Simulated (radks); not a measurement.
Results of a calculation; reference values are marked as such.
Trend from La to Lu: ionisation energy by Delta-SCF between NIST ground configurations, and size. Level of theory: Dirac Kohn-Sham, PBE, spin-unpolarised, spherical densities, finite nucleus; open shells are shared between the two j in proportion to 2j + 1; Fermi nuclear charge, rms radius of each element as measured or else 0.836 A^(1/3) + 0.57 fm (a radial shooting solver on a logarithmic mesh with Libxc functionals).

| species | configuration | configuration of the ion | IE (eV) | NIST (eV) | kind | -e(HOMO) (eV) | outermost | <r> outermost (bohr) |
|---|---|---|---|---|---|---|---|---|
| La | [Xe] 5d1 6s2 | [Xe] 5d2 | 6.037 | 5.577 | exp. | 3.014 (5d5/2) | 6s1/2 | 4.42 |
| Ce | [Xe] 4f1 5d1 6s2 | [Xe] 4f1 5d2 | 6.240 | 5.539 | exp. | 2.978 (5d5/2) | 6s1/2 | 4.35 |
| Pr | [Xe] 4f3 6s2 | [Xe] 4f3 6s1 | 5.722 | 5.470 | semi-emp. | 1.106 (4f7/2) | 6s1/2 | 4.50 |
| Nd | [Xe] 4f4 6s2 | [Xe] 4f4 6s1 | 5.799 | 5.525 | exp. | 1.578 (4f7/2) | 6s1/2 | 4.44 |
| Pm | [Xe] 4f5 6s2 | [Xe] 4f5 6s1 | 5.874 | 5.582 | exp. | 1.949 (4f7/2) | 6s1/2 | 4.38 |
| Sm | [Xe] 4f6 6s2 | [Xe] 4f6 6s1 | 5.948 | 5.644 | exp. | 2.234 (4f7/2) | 6s1/2 | 4.32 |
| Eu | [Xe] 4f7 6s2 | [Xe] 4f7 6s1 | 6.020 | 5.670 | exp. | 2.447 (4f7/2) | 6s1/2 | 4.27 |
| Gd | [Xe] 4f7 5d1 6s2 | [Xe] 4f7 5d1 6s1 | 6.645 | 6.150 | exp. | 2.428 (5d5/2) | 6s1/2 | 3.99 |
| Tb | [Xe] 4f9 6s2 | [Xe] 4f9 6s1 | 6.165 | 5.864 | exp. | 2.685 (4f7/2) | 6s1/2 | 4.16 |
| Dy | [Xe] 4f10 6s2 | [Xe] 4f10 6s1 | 6.238 | 5.939 | exp. | 2.724 (4f7/2) | 6s1/2 | 4.12 |
| Ho | [Xe] 4f11 6s2 | [Xe] 4f11 6s1 | 6.311 | 6.022 | exp. | 2.716 (4f7/2) | 6s1/2 | 4.07 |
| Er | [Xe] 4f12 6s2 | [Xe] 4f12 6s1 | 6.385 | 6.108 | exp. | 2.664 (4f7/2) | 6s1/2 | 4.02 |
| Tm | [Xe] 4f13 6s2 | [Xe] 4f13 6s1 | 6.460 | 6.184 | exp. | 2.573 (4f7/2) | 6s1/2 | 3.97 |
| Yb | [Xe] 4f14 6s2 | [Xe] 4f14 6s1 | 6.537 | 6.254 | exp. | 2.446 (4f7/2) | 6s1/2 | 3.93 |
| Lu | [Xe] 4f14 5d1 6s2 | [Xe] 4f14 6s2 | 5.260 | 5.426 | exp. | 1.632 (5d5/2) | 6s1/2 | 3.65 |

Reference values: NIST Atomic Spectra Database (exp. = measured, semi-emp. = semi-empirical, theory = theoretical value adopted there). Spin polarisation and multiplet splitting are left out, so open shells lie too high by an amount that depends on their filling. Sharing an open shell by 2j + 1 raises it above the true ground level by a part of the spin-orbit splitting, which enters the differences from NIST.

Beside tabulated values, note that spin-unpolarised runs miss the spin-polarisation part of the exchange energy of open shells.
